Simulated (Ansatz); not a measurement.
Two isomers of CH6O2Si2: A = `O[SiH]1C[SiH2]O1`, B = `O=C[SiH2]O[SiH3]`.

Gas-phase electronic energies from Ansatz, PBE0-D4/def2-TZVP geometries. CCSD(T)/CBS is the MP2 limit (def2-TZVPP, def2-QZVPP) plus CCSD(T) − MP2 in def2-TZVPP, frozen cores. DFT in def2-TZVPP. B3LYP here is the variant with VWN-RPA as its local correlation; programs differ in this. One conformer a species, not always the lowest.

**Question.** Which isomer does CCSD(T)/CBS put lower? Give the gap. (Best estimate.)

**Answer.** The calculation gave: A, by 244.9 kJ/mol.

**Question.** Give E(B) − E(A) in kJ/mol with r2SCAN-D4, PBE-D4, HF/def2-TZVPP, CCSD(T)/def2-TZVPP, B3LYP, PBE0-D4, MP2/def2-TZVPP. (Best estimate.)

**Answer.** Ansatz gave: r2SCAN-D4 247.4, PBE-D4 235.3, HF/def2-TZVPP 202.6, CCSD(T)/def2-TZVPP 235.9, B3LYP 216.6, PBE0-D4 250.1, MP2/def2-TZVPP 255.8. None reverses the order clearly.

Largest T1 diagnostic: 0.014.

In def2-TZVPP, CCSD(T) changes the Hartree–Fock value by +33.3 kJ/mol (the triples alone add +1.0 kJ/mol) and MP2 by +53.3 kJ/mol. From PBE to PBE0 (25 % exact exchange), in def2-TZVPP and without D4, E(B) − E(A) moves by +15.1 kJ/mol.
